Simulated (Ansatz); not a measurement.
Relaxation of H₆InNSiSn (10 atoms, charge 0, multiplicity 1), to a largest force component of 0.02 eV/Å in at most 50 steps.

Method: RKS PBE-D4/def2-SVP (Ansatz).

```xyz
10
Properties=species:S:1:pos:R:3
Sn -0.868 1.293 0.409
N -0.432 -0.437 -0.533
Si 0.333 -1.456 0.687
In 0.831 -0.671 -2.066
H -1.682 2.402 -0.774
H -2.016 1.032 1.720
H 0.565 2.091 1.021
H 0.606 -2.793 0.152
H 1.672 -0.858 1.101
H 1.073 -0.653 -1.713
```

Question: Where does it end, and by what steps?

Answer: The run converged. The force dipped under the threshold on the way, but the program's further checks kept it going. After 21 steps the energy has fallen by 194.348 eV; H10 moved furthest, 1.73 Å. The start is strongly strained (largest force component 977 eV/Å), so its close contacts needn't be bonds. Parted: Si3–In4 (2.91 → 3.34 Å), In4–H10 (0.43 → 3.22 Å). Joined: Si3–H10 (2.64 → 1.52 Å).

```json
{"step": "0", "energy less start (eV)": "0.0000", "largest force component (eV/Å)": "976.974", "accepted": "yes"}
{"step": "1", "energy less start (eV)": "-165.6326", "largest force component (eV/Å)": "92.086", "accepted": "yes"}
{"step": "2", "energy less start (eV)": "-175.3340", "largest force component (eV/Å)": "55.003", "accepted": "yes"}
{"step": "3", "energy less start (eV)": "-180.9119", "largest force component (eV/Å)": "31.646", "accepted": "yes"}
{"step": "4", "energy less start (eV)": "-184.2259", "largest force component (eV/Å)": "23.347", "accepted": "yes"}
{"step": "5", "energy less start (eV)": "-185.9104", "largest force component (eV/Å)": "21.354", "accepted": "yes"}
{"step": "6", "energy less start (eV)": "-188.4665", "largest force component (eV/Å)": "15.608", "accepted": "yes"}
{"step": "7", "energy less start (eV)": "-190.6280", "largest force component (eV/Å)": "7.554", "accepted": "yes"}
{"step": "8", "energy less start (eV)": "-191.3450", "largest force component (eV/Å)": "6.072", "accepted": "yes"}
{"step": "9", "energy less start (eV)": "-192.0042", "largest force component (eV/Å)": "4.493", "accepted": "yes"}
{"step": "10", "energy less start (eV)": "-193.0232", "largest force component (eV/Å)": "2.422", "accepted": "yes"}
{"step": "11", "energy less start (eV)": "-193.6792", "largest force component (eV/Å)": "1.174", "accepted": "yes"}
{"step": "12", "energy less start (eV)": "-194.0232", "largest force component (eV/Å)": "0.581", "accepted": "yes"}
{"step": "13", "energy less start (eV)": "-194.2076", "largest force component (eV/Å)": "0.432", "accepted": "yes"}
{"step": "14", "energy less start (eV)": "-194.3033", "largest force component (eV/Å)": "0.314", "accepted": "yes"}
{"step": "15", "energy less start (eV)": "-194.3377", "largest force component (eV/Å)": "0.149", "accepted": "yes"}
{"step": "16", "energy less start (eV)": "-194.3359", "largest force component (eV/Å)": "0.259", "accepted": "no"}
{"step": "17", "energy less start (eV)": "-194.3452", "largest force component (eV/Å)": "0.054", "accepted": "yes"}
{"step": "18", "energy less start (eV)": "-194.3473", "largest force component (eV/Å)": "0.007", "accepted": "yes"}
{"step": "19", "energy less start (eV)": "-194.3479", "largest force component (eV/Å)": "0.012", "accepted": "yes"}
{"step": "20", "energy less start (eV)": "-194.3478", "largest force component (eV/Å)": "0.024", "accepted": "no"}
{"step": "21", "energy less start (eV)": "-194.3481", "largest force component (eV/Å)": "0.004", "accepted": "yes"}
```

```xyz
10
Properties=species:S:1:pos:R:3
Sn -0.949 1.366 0.461
N 0.070 -0.024 -0.681
Si 0.919 -1.354 0.066
In 0.122 0.094 -2.839
H -1.653 2.451 -0.697
H -2.190 0.595 1.394
H 0.144 2.225 1.495
H 0.034 -2.290 0.861
H 2.042 -0.938 0.992
H 1.544 -2.176 -1.049
```

Whether the end is a true minimum wasn't checked by a vibrational analysis.

Run time: 99 s on 2 threads of Intel(R) Xeon(R) Platinum 8259CL CPU @ 2.50GHz (Skylake/Cascade Lake), with other jobs on the host, peak memory 0.18 GiB.
